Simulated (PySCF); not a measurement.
Structure from NMR data

Molecular formula: C$_{7}$H$_{11}$OPSi. Simulated spectra:

¹H NMR (300 MHz, computed): δ 6.98 (m, 2H), 6.92 (m, 1H), 6.61 (m, 1H), 6.23 (m, 2H), 6.23 (m, 1H), 3.87 (d, 3H), 2.95 (m, 1H).

¹³C{¹H} NMR (computed): δ 147.8 (CH, 2C), 145.0 (CH), 142.6 (CH2), 131.1 (CH, 2C), 36.1 (CH).

No solvent model, relativity neglected, a single conformation, averaged over atoms made equivalent by symmetry, fast rotation or ring inversion. σ from GIAO-PBE0/pcSseg-1; coordinates at the GFN2-xTB level; PySCF 2.14.0 with density-fitted response routines.

References, each an isolated molecule treated in the same way: TMS for ¹H (σref 31.72), ¹³C (σref 186.93).

What is the structure?

Answers


- 5 carbon signals for 7 carbons: some carbons are equivalent by symmetry or fast rotation.
- Carbon types of the structure: 6 × CH, 1 × CH2, leaving 3 H on heteroatoms.
- δC 147.8, 145.0, 131.1: alkene CH; the olefinic region.
- δC 142.6: terminal =CH2 carbon; an sp2 carbon of a C=C bond.
- δC 36.1: allylic sp3 CH bonded to Si.
- δH 6.98, 6.23, 6.23: hydrogen on an alkene CH; olefinic region.
- δH 6.92, 6.61: hydrogen on a terminal =CH2 carbon; olefinic region.
- δH 3.87: hydrogen on a silicon bonded to C.
- δH 2.95: hydrogen on an allylic sp3 CH bonded to Si; allylic position.

Structure: `InChI=1S/C7H11OPSi/c1-2-9(8)5-3-7(10)4-6-9/h2-7H,1H2,10H3/t7-,9-`.

The shifts were computed for this structure.

Splittings by ³¹P in the carbon and heteronuclear signals aren't shown, as no couplings were computed. Shifts are as computed. Against solution values, carbons near 30 ppm lie about +3 ppm off and those near 130 ppm about +5 ppm. Of 1211 compounds with measured shifts, 218 miss one by over three times the rms of a fit or turn the order of signals round; such compounds aren't used in these exercises. Multiplicities follow the n + 1 count of equivalent neighbours, as no J values were calculated; m marks all less simple cases, F and P coupling included.
